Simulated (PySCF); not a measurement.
C₂H₅O₂, SMILES [OH+]=C(C)O, charge +1.

The structure is a stationary point at B3LYP-D3(BJ)/def2-SVP. The isomer is the one that the SMILES or the coordinates give; other isomers of the formula were not compared. Other conformers were not sampled.

These are TDA-ωB97X/def2-SVPD in PySCF values and carry that method's errors.

Vertical excitations. Gas-phase values at a fixed geometry.

Computed UV-visible absorptions:
```csv
state,energy (eV),λ (nm),f,main pairs
S1,8.23,151,0.001,"HOMO−1→LUMO 60 %, HOMO−3→LUMO 19 %, HOMO−2→LUMO 13 %"
S2,8.74,142,0.010,"HOMO−3→LUMO 72 %, HOMO−1→LUMO 15 %"
S3,9.25,134,0.247,"HOMO−2→LUMO 73 %, HOMO→LUMO 14 %"
S4,9.33,133,0.202,HOMO→LUMO 70 %
S5,9.39,132,0.031,HOMO−4→LUMO 81 %
S6,11.10,112,0.001,"HOMO→LUMO+1 67 %, HOMO−2→LUMO+1 13 %"
S7,11.56,107,0.025,"HOMO−1→LUMO+1 44 %, HOMO−2→LUMO+1 35 %"
S8,11.70,106,0.003,"HOMO→LUMO+2 28 %, HOMO−1→LUMO+1 25 %, HOMO−2→LUMO+1 20 %, HOMO→LUMO+1 9 %"
S9,11.88,104,0.006,HOMO−6→LUMO 86 %
S10,12.18,102,0.074,"HOMO→LUMO+2 41 %, HOMO−2→LUMO+1 16 %, HOMO→LUMO+1 12 %"
T1,6.81,182,0,HOMO→LUMO 89 %
T2,7.66,162,0,"HOMO−3→LUMO 48 %, HOMO−1→LUMO 26 %, HOMO−2→LUMO 23 %"
T3,8.02,155,0,"HOMO−2→LUMO 52 %, HOMO−1→LUMO 34 %"
T4,8.27,150,0,"HOMO−3→LUMO 43 %, HOMO−4→LUMO 20 %, HOMO−1→LUMO 19 %, HOMO−2→LUMO 15 %"
```
Triplets are in the Tamm–Dancoff approximation.
